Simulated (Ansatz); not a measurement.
The cluster Hf₇, 7 atoms. Hardware: 4 threads of Intel Xeon on a shared host.

In the def2 sets Hf takes a core potential; there is no spin–orbit coupling.

Question: How many basis functions does each of these Ansatz runs have, and roughly what does it cost? PBE-D4/def2-SVP, charge 0 singlet, relaxation, 18 steps; r2SCAN-D4/def2-TZVPD, charge 0 singlet, energy, from earlier orbitals; PBE-D4/def2-TZVP, charge 0 singlet, energy, from earlier orbitals; PBE-D4/def2-TZVPD, charge 0 singlet, energy, from earlier orbitals; HSE06-D4/def2-TZVP, charge 0 singlet, energy, from earlier orbitals; LC-ωPBE (ω = 0.30 bohr⁻¹)/def2-SVP, charge 0 singlet, energy, from earlier orbitals; PBE0-D4/def2-SVP, charge 0 singlet, energy with a search over starts; PBE0-D4/def2-TZVP, charge 0 singlet, energy, from earlier orbitals; LC-ωPBE (ω = 0.10 bohr⁻¹)/def2-SVP, charge 0 singlet, energy, from earlier orbitals; HSE06-D4/def2-TZVP, charge 0 triplet, energy, from earlier orbitals; LC-ωPBE (ω = 0.20 bohr⁻¹)/def2-SVP, charge 0 singlet, energy, from earlier orbitals; LC-ωPBE (ω = 0.15 bohr⁻¹)/def2-SVP, charge 0 singlet, energy, from earlier orbitals.

Answer: Other jobs shared the machine, so times can vary by a factor of up to 3. A dash marks memory too small to be measured apart from the calling script's.

```
                                                                                run  functions  fitting or Cholesky vectors  wall time  peak host memory (GiB)
                  PBE-D4/def2-TZVP, charge 0 singlet, energy, from earlier orbitals        280                         2415       35 s                    0.69
                 PBE-D4/def2-TZVPD, charge 0 singlet, energy, from earlier orbitals        301                         2569       42 s                    0.79
                HSE06-D4/def2-TZVP, charge 0 singlet, energy, from earlier orbitals        280                         2751       45 s                     1.4
                 PBE0-D4/def2-TZVP, charge 0 singlet, energy, from earlier orbitals        280                         2751       57 s                     1.3
              r2SCAN-D4/def2-TZVPD, charge 0 singlet, energy, from earlier orbitals        301                         2569       64 s                     0.9
LC-ωPBE (ω = 0.15 bohr⁻¹)/def2-SVP, charge 0 singlet, energy, from earlier orbitals        224                         2198       72 s                     1.1
LC-ωPBE (ω = 0.30 bohr⁻¹)/def2-SVP, charge 0 singlet, energy, from earlier orbitals        224                         2198       78 s                     1.2
LC-ωPBE (ω = 0.20 bohr⁻¹)/def2-SVP, charge 0 singlet, energy, from earlier orbitals        224                         2198       84 s                     1.1
LC-ωPBE (ω = 0.10 bohr⁻¹)/def2-SVP, charge 0 singlet, energy, from earlier orbitals        224                         2198    1.8 min                     1.1
               PBE0-D4/def2-SVP, charge 0 singlet, energy with a search over starts        224                         2429    1.8 min                     1.2
                HSE06-D4/def2-TZVP, charge 0 triplet, energy, from earlier orbitals        280                         2534    2.7 min                     2.1
                            PBE-D4/def2-SVP, charge 0 singlet, relaxation, 18 steps        224                         2198    8.6 min                       –
```
